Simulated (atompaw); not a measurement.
**Building the PAW (atompaw) potential for N (Z = 7) (LDA (PW92), scalar-relativistic).**

* Element: N (Z = 7)
* Generator: atompaw 4.2.0.5
* Type: PAW
* Functional: LDA (PW92)
* Relativity: scalar-relativistic
* Frozen core: [He]
* Valence charge: 5
* Reference configuration: 2s2 2p3
* Partial waves: 2s (bound): rc 2.40 bohr; 2s channel at 2.8 Ry: rc 1.20 bohr; 2p (bound): rc 2.40 bohr; 2p channel at 0.05 Ry: rc 2.40 bohr; 3d channel at 0.2 Ry: rc 2.40 bohr
* Local potential: troulliermartins scheme with l = 3 at 0 Ry, radius 2.15 bohr
* Core correction: smooth core density matched at 2.20 bohr
* Augmentation charge: sinc compensation charge, radius 2.25 bohr; PAW radius 2.40 bohr; waves and projectors: custom rrkj gramschmidtortho

Estimate the cutoffs (Ry, on a coarse ladder) from which the occupation-weighted sum of valence levels, in a spherical-Bessel basis at the reference potential, stays within 10 and 1 mRy of its value at 400 Ry.

12 Ry and 15 Ry.

What does a ghost test show?

No extra level below or beside the all-electron valence levels (s, p, d, f tested).

Is the overlap operator S = 1 + Σ q|β⟩⟨β| positive definite (Bessel basis up to 400 Ry)?

Yes: its lowest eigenvalue is 0.50 (p channel).

Which valence shell sets the plane-wave cutoff?

2p: its level needs 12 Ry to come within 1 mRy, against 8 Ry for 2s.
